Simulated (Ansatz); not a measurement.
Gas-phase electronic energies from Ansatz, PBE0-D4/def2-TZVP geometries. CCSD(T)/CBS is the MP2 limit (def2-TZVPP, def2-QZVPP) plus CCSD(T) − MP2 in def2-TZVPP, frozen cores. For Br, Ga, Ge outer-core shells are correlated without core-valence functions, which leaves a few kJ/mol of doubt a bond. Scalar relativity is left out up to krypton. One conformer a species, not always the lowest.

Reaction (redistribution): `[CH3][Ge]([F])([F])[F]` + `[OH][Ga]([OH])[Br]` → `[F][Ge]([F])([F])[Br]` + `[CH3][Ga]([OH])[OH]`

```json
{"species": "`[CH3][Ge]([F])([F])[F]`", "MP2/def2-QZVPP energy (Eh)": "-2415.17558"}
{"species": "`[OH][Ga]([OH])[Br]`", "MP2/def2-QZVPP energy (Eh)": "-4648.43785"}
{"species": "`[F][Ge]([F])([F])[Br]`", "MP2/def2-QZVPP energy (Eh)": "-4948.42827"}
{"species": "`[CH3][Ga]([OH])[OH]`", "MP2/def2-QZVPP energy (Eh)": "-2115.15634"}
```

Question: Work out ΔE.

Answer: ΔE = (-4948.42827) + (-2115.15634) − (-2415.17558) − (-4648.43785) = 0.02882 Eh = +0.78 eV. CCSD(T)/CBS gives +0.78 eV.

Largest T1 diagnostic among the species: 0.014.

Leaving LDA and LC-ωPBE aside and taking each functional with its dispersion term where it has one, the values, not all of them listed here, spread over 0.13 eV, from revPBE-D4 to BHLYP-D4. From BLYP to BHLYP (50 % exact exchange), in def2-TZVPP and without D4, ΔE moves by +0.12 eV.
